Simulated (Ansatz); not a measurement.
This Ansatz (a quantum-chemistry and plane-wave program) input (B3LYP/STO-3G) gives -98.92127 Eh with 6 basis functions.

Ansatz 0.2 input:
```yaml
crystal:
  periodic: [false, false, false]
  atoms:
    - {symbol: F, position_ang: [-0.80720411, 1.20978517, -1.03323314]}
    - {symbol: H, position_ang: [-0.83373598, 1.48469315, -0.14660167]}
basis:
  gaussian:
    orbitals: STO-3G
hamiltonian:
  xc: {name: B3LYP}
magnetization: {spin_polarized: false}
```

Change:
```diff
- orbitals: STO-3G
+ orbitals: def2-SVP
```

What does the run give now?

-100.35321 Eh (B3LYP/def2-SVP, 19 functions), a change of -1431.94 mEh.
